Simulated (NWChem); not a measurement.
Molecule: KCl; SMILES [Cl][K]

Program: NWChem. Pople sets run with spherical d functions. Each level has its own optimisation; frequencies are unscaled.

For level Hartree-Fock/3-21G:

| Item | Value |
|---|---|
| r Cl–K (Å) | 2.829 |
| dipole (D) | 12.63 |

Q: How do the values read with level Hartree-Fock/6-311G** instead?

A: The r Cl–K (Å) is 2.754. The dipole (D) is 11.57.
